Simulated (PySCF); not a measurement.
Geometry:
```
atom   x (Å)   y (Å)   z (Å)
  C1   3.864  -0.380  -0.688
  C2   2.674  -0.144  -0.757
  C3   1.280   0.125  -0.859
  C4   0.458   0.330   0.191
 Si5  -1.372   0.671   0.004
  C6  -2.400  -0.593   0.940
  H7   4.916  -0.585  -0.625
  H8   0.881   0.160  -1.881
  H9   0.902   0.283   1.194
 H10  -1.689   0.639  -1.458
 H11  -1.681   2.042   0.524
 H12  -2.195  -1.610   0.573
 H13  -2.169  -0.564   2.016
 H14  -3.475  -0.390   0.818
```

Geometry: PBE0-D3(BJ)/def2-SVP; GIAO shifts from PySCF 2.14.0 with density-fitted response routines, gas phase, non-relativistic, averaged over equivalent atoms.

At HF/pcSseg-1 (149 basis functions, 6.9 s wall time on 1 thread of an Arm Neoverse V1, shared host):
| atoms | δ (ppm) |
| --- | --- |
| C4 | 151.5 |
| C3 | 136.9 |
| C1 | 92.4 |
| C2 | 76.1 |
| C6 | -4.2 |
| Si5 | -33.2 |
| H9 | 6.63 |
| H8 | 6.16 |
| H10/H11 | 4.03 |
| H7 | 3.73 |
| H12/H13/H14 | 0.29 |

Chemical shifts δ = σref − σ; TMS for ¹³C (190.85 ppm) and ²⁹Si (393.43 ppm) and ¹H (31.69 ppm), all at this level.

Task: What do these become at PBE0/IGLO-III?

Result: 
```
      atoms  δ at PBE0/IGLO-III  change
         C4               154.3    +2.8
         C3               137.9    +1.0
         C1                89.2    -3.2
         C2                87.2   +11.1
         C6                -5.7    -1.5
        Si5               -37.5    -4.3
         H9                6.79   +0.16
         H8                6.55   +0.39
    H10/H11                4.52   +0.49
         H7                3.11   -0.62
H12/H13/H14                0.20   -0.09
```

Chemical shifts δ = σref − σ; ¹³C (σ = 183.78 ppm), ²⁹Si (σ = 345.34 ppm), ¹H (σ = 31.37 ppm) against TMS, all at this level.

The largest change is at C2 (alkyne carbon). Cost: 299 basis functions, 38 s wall time on 1 thread of an Arm Neoverse V1, shared host. The order of the carbon signals is the same at both levels.
